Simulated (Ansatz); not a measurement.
Total energies of CH5AlBNO, SMILES `B[N]1[AlH][CH]1O`.

Cartesian coordinates in Å:
```
B 0.672 -1.199 0.880
N -0.131 -0.557 -0.059
Al -1.193 -0.200 -1.424
C -0.432 0.932 -0.081
O 0.654 1.741 -0.410
H 0.843 -2.385 0.812
H 1.191 -0.560 1.762
H -1.924 -0.809 -2.674
H -0.922 1.248 0.844
H 1.242 1.788 0.353
```

Total charge 0; spin multiplicity 1. The geometry is a stationary point of PBE0-D4/def2-TZVP. It is one conformer, not always the lowest. Basis def2-TZVPP, Ansatz 0.2.0.

RPA on PBE orbitals: Hartree–Fock energy of these orbitals -436.68920 Eh, correlation -1.28634 Eh (frozen core).

```csv
functional,energy without D4 (Eh),D4 term (kJ/mol)
PBE,-438.04868,-19.2
revPBE,-438.31246,-60.1
BLYP,-438.37248,-42.7
B97M-V,-438.34933,–
PBE0,-438.08179,-16.2
B3LYP,-438.45894,-31.1
r2SCAN0,-438.25874,-5.4
HSE06 (plane-wave form),-438.06561,-15.0
BHLYP,-438.32064,-23.7
CAM-B3LYP,-438.34544,-16.4
ωB97X-V,-438.32606,–
ωB97M-V,-438.33748,–
B2PLYP,-438.15784,–
PBE-QIDH,-437.96313,–
```

(1) Give the same for LDA (SPW92), r2SCAN, r2SCANh, LC-ωPBE. (An estimate is asked.)

B3LYP takes the VWN-RPA correlation (the form of Gaussian; ORCA's B3LYP/G). HSE06 is the plane-wave form, built on full-range PBE exchange. The double hybrids freeze the cores in their second-order part.

## Answers

(1) The calculation gave: 
| functional | energy without D4 (Eh) | D4 term (kJ/mol) |
| --- | --- | --- |
| LDA (SPW92) | -435.73464 | – |
| r2SCAN | -438.28959 | -4.6 |
| r2SCANh | -438.27678 | -4.9 |
| LC-ωPBE | -438.21142 | – |

LC-ωPBE has ω = 0.4 bohr⁻¹.
